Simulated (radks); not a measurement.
The numbers below are computed, except where a source is named.
Species: Ti2+. Configuration: [Ar] 3d2.

Code: a radial shooting solver on a logarithmic mesh with Libxc functionals. Model: non-relativistic Kohn-Sham, exchange-only PBE, spin-polarised, spherical densities, point nucleus; open shells are filled with parallel spins first.

Energy parts (eV):
part                  energy
total             -23061.889
kinetic            23061.889
electron-nucleus  -54352.045
Hartree             9330.572
exchange           -1102.306

Orbitals (lengths in bohr, moments of r in powers of bohr; r(max) is where P^2 peaks; r(90%) holds 90 % of the orbital's charge):
| orbital | occ. | eigenvalue (eV) | r(max) | r(90%) |
|---|---|---|---|---|
| 1s down | 1 | -4852.439 | 0.04613 | 0.125 |
| 1s up | 1 | -4852.421 | 0.04613 | 0.125 |
| 2s up | 1 | -545.7704 | 0.2713 | 0.509 |
| 2s down | 1 | -545.1365 | 0.2712 | 0.508 |
| 2p up | 3 | -458.3546 | 0.2205 | 0.478 |
| 2p down | 3 | -457.8734 | 0.2204 | 0.478 |
| 3s up | 1 | -77.3692 | 0.8756 | 1.52 |
| 3s down | 1 | -75.2284 | 0.8753 | 1.52 |
| 3p up | 3 | -54.3816 | 0.9037 | 1.67 |
| 3p down | 3 | -52.2564 | 0.9033 | 1.68 |
| 3d up | 2 | -19.6812 | 0.9687 | 2.47 |
| 3d down | 0 | -17.6911 | 0.9711 | 2.53 |

The highest occupied level is 3d up at -19.681 eV. Spin moment in Bohr magnetons: 2. The spin density at the nucleus is -0.4570 e/bohr^3 (1s 0.0020, 2s -0.5158, 3s 0.0568), a Fermi contact field of -24 T.
